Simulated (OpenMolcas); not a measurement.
# SiSe (SMILES [Si][Se]): methods side by side

The species is SiSe (2 atoms), meant as a singlet with charge 0. As SMILES, `[Si][Se]`. Geometry: relaxed at PBE0-D4/def2-TZVP.

```xyz
2

Si    0.0000    0.0000    0.0314
Se    0.0000    0.0000    2.0931
```

Each level gives the vertical ionisation energy (to the doublet cation) (eV). The values are calculated.

```tsv
level	kind	program	value (eV)	CPU time (all runs)
SVWN5/aug-cc-pVTZ	LDA	OpenMolcas	10.15	51 s
PBE/aug-cc-pVTZ	GGA	OpenMolcas	9.95	67 s
revPBE/aug-cc-pVTZ	GGA	OpenMolcas	9.89	68 s
TPSS/aug-cc-pVTZ	meta-GGA	OpenMolcas	9.96	1.7 min
B3LYP/aug-cc-pVTZ	global hybrid	OpenMolcas	10.08	71 s
BHLYP/aug-cc-pVTZ	global hybrid	OpenMolcas	?	65 s
M06-2X/aug-cc-pVTZ	hybrid meta-GGA	OpenMolcas	10.12	89 s
PBE0/aug-cc-pVTZ	global hybrid	OpenMolcas	?	67 s
```

Task: Estimate the missing values from the other rows.

Result: As computed at these levels: BHLYP/aug-cc-pVTZ: 10.05 eV; PBE0/aug-cc-pVTZ: 10.06 eV. All-electron rows without a relativistic Hamiltonian named are non-relativistic. The values span 9.89 to 10.15 eV. Times are those of the runs behind each value, whatever else they computed, on shared processors of several kinds: orders of magnitude only.
